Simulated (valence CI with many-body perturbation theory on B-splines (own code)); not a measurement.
## Which ion has this spectrum?

A relativistic CI+MBPT calculation for an atom or ion with 32 electrons gives these levels (eV):

```
J  Parity       E     g
0    even    0.00      
1    even   40.00  1.50
2    even   43.40  1.19
2    even   85.97  1.30
0    even   93.53      
2     odd  111.58  1.63
1     odd  123.32  1.00
2     odd  148.30  1.52
3     odd  155.02  1.32
2     odd  157.03  0.85
0     odd  162.18      
1     odd  165.01  1.25
1     odd  169.91  1.35
2     odd  170.23  0.99
```

The energies are calculated, and their last digits are not significant.

Question: Which is it?
A. Sm30+
B. Tb33+
C. Pm29+
D. Gd32+

Answer: D. Gd32+, ground level (4s^2 4p1/2^2) J=0.
